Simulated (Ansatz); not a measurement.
Geometry optimisation, UKS PBE0-D4/def2-SVP (Ansatz 0.2.0).

The input (input.yaml):

```yaml
crystal:
  periodic: [false, false, false]
  atoms:
    - { symbol: Ge, position_ang: [0.018429, -0.015169, -0.028879] }
    - { symbol: H, position_ang: [0.050076, -0.446913, 1.461043] }
    - { symbol: Ge, position_ang: [2.297657, 0.002194, -0.850033] }
    - { symbol: H, position_ang: [2.903261, -1.408083, -0.740528] }
    - { symbol: H, position_ang: [2.314911, 0.444869, -2.324455] }
    - { symbol: H, position_ang: [3.141807, 0.981536, -0.017298] }
    - { symbol: H, position_ang: [-0.643993, 1.370591, -0.11834] }
    - { symbol: H, position_ang: [-0.848207, -1.043541, -0.783223] }
    - { symbol: F, position_ang: [-0.177541, 0.114516, 3.475712] }
magnetization:
  spin_polarized: true
  initial_magnetization: 1
basis:
  gaussian: { orbitals: def2-SVP }
hamiltonian:
  xc: pbe0
  dispersion: d4
relax:
  f_tol: 0.03
  max_steps: 50
output:
  orbitals: {}
```

Command:

```bash
$ ansatz run input.yaml --threads 4 --pin off --max-ram 5120MiB --backend cpu --events-out ev --progress --plain --runs-dir out
```

Q: Where does it end, and by what steps?

A: It converged. After 35 steps the energy has fallen by 2.099 eV; F9 moved furthest, 1.59 Å. Parted: Ge1–H2 (1.55 → 2.62 Å). Joined: H2–F9 (2.10 → 0.93 Å).

```csv
step,energy less start (eV),largest force component (eV/Å),accepted
0,0.0000,0.416,yes
2,-0.2397,0.915,yes
4,-1.2652,3.062,yes
6,-1.6352,2.616,yes
8,-1.9542,0.418,yes
10,-1.9999,0.123,yes
12,-2.0079,0.051,yes
14,-2.0092,0.047,yes
16,-2.0072,0.853,no
18,-2.0185,0.211,yes
20,-2.0360,0.199,yes
22,-2.0582,0.458,yes
24,-2.0684,0.914,no
26,-2.0907,0.177,yes
28,-2.0953,0.147,yes
30,-2.0974,0.081,yes
32,-2.0981,0.077,yes
34,-2.0986,0.068,yes
35,-2.0987,0.026,yes
```

```xyz
9
Properties=species:S:1:pos:R:3
Ge -0.327 -0.022 -0.375
H 0.481 -0.632 2.041
Ge 2.089 0.028 -0.573
H 2.676 -1.272 -0.002
H 2.491 0.134 -2.059
H 2.630 1.235 0.201
H -0.972 1.358 -0.142
H -1.072 -0.771 -1.500
F 1.060 -0.059 2.485
```

Whether the end is a true minimum wasn't checked by a vibrational analysis.

The run took 71 s on 4 threads of Intel(R) Xeon(R) Platinum 8488C (Sapphire Rapids) (shared host), peak memory 0.46 GiB.
